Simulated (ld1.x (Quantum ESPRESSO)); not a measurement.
# Configuration tests for iridium (Ir) (TM semilocal)

| Property | Result |
| --- | --- |
| Element | Ir |
| Generator | ld1.x (Quantum ESPRESSO) 7.5 |
| Type | norm-conserving Troullier–Martins (semilocal form) |
| Functional | PBE |
| Relativity | scalar-relativistic |
| Frozen core | [Xe] 4f14 |
| Valence charge | 9 |
| Reference configuration | 5d8 6s1 6p0 |
| Partial waves | 6s (bound): rc 2.45 bohr; 5d (bound): rc 1.65 bohr; 6p (bound, empty): rc 3.35 bohr |
| Local potential | the p channel |
| Core correction | Bessel-smoothed model core, default radius (core density twice the valence density) |

Energies are relative to the spin-unpolarised reference configuration 5d8 6s1 6p0; without spin polarisation the order of configurations can differ from experiment.

| valence configuration | charge | ΔE all-electron (eV) | error AE − PS (meV) |
| --- | --- | --- | --- |
| 5d7 6s2 6p0 | 0 | 0.334 | -43 |
| 5d7 6s1 6p0 | +1 | 10.213 | -20 |
| 5d7 6s0 6p0 | +2 | 27.682 | -32 |
| 5d8 6s0 6p0 | +1 | 8.966 | -18 |
| 5d7 6s0 6p2 | 0 | 11.341 | -45 |
| 5d7 6s1.5 6p0 | +0.5 | 4.368 | -29 |

Task: What are ΔE and the potential's error for 5d5 6s0 6p0?

Result: ΔE = 101.799 eV all-electron; the error (AE − PS) is -591 meV.
